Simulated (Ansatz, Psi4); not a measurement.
# C3H9In (trimethylindium (TMIn)): the energy, rung by rung

C3H9In: 13 atoms, total charge 0, spin state singlet. As SMILES, `[CH3][In]([CH3])[CH3]`. Geometry: relaxed at PBE0-D4/def2-TZVP.

```xyz
13

C    -0.5062    1.8979   -0.9028
In    0.0079   -0.0033   -0.0069
C     1.4753   -0.0886    1.5810
C    -0.9566   -1.8182   -0.6832
H     0.3294    2.5980   -0.8537
H    -1.3449    2.3394   -0.3570
H    -0.8115    1.7770   -1.9433
H     1.2764   -0.9182    2.2612
H     1.5007    0.8425    2.1493
H     2.4672   -0.2427    1.1466
H    -1.2547   -1.7439   -1.7301
H    -1.8587   -1.9908   -0.0893
H    -0.3040   -2.6837   -0.5571
```

Each level gives the energy change with the C1–H5 bond stretched from 1.091 to 1.964 Å (eV). The values are calculated.

```tsv
level	kind	program	value (eV)	less CCSD(T)/def2-SVP
HF/def2-SVP (core potential) (restricted)	Hartree–Fock	Ansatz	3.79	+0.59
BLYP/def2-SVP (core potential) (restricted)	GGA	Ansatz	3.04	-0.16
r2SCAN/def2-SVP (core potential) (restricted)	meta-GGA	Ansatz	3.33	+0.13
BHLYP/def2-SVP (core potential) (restricted)	global hybrid	Ansatz	3.61	+0.41
PBE0/def2-SVP (core potential) (restricted)	global hybrid	Ansatz	3.44	+0.24
wB97X-V/def2-SVP (core potential) (restricted)	range-separated hybrid	Psi4	3.53	+0.33
B2PLYP/def2-SVP (core potential) (restricted)	double hybrid	Ansatz	3.39	+0.19
CCSD(T)/def2-SVP (core potential) (restricted)	coupled cluster or CI	Ansatz	3.20	0.00
```

Differences are taken from CCSD(T)/def2-SVP (core potential) (restricted) for orientation; it has basis-set and higher-order errors of its own. At this stretch a single reference begins to fail. The first shape isn't each level's own minimum. The values span 3.04 to 3.79 eV. In the correlated wave-function rows the outer d shell of In is correlated, in sets not made for it.
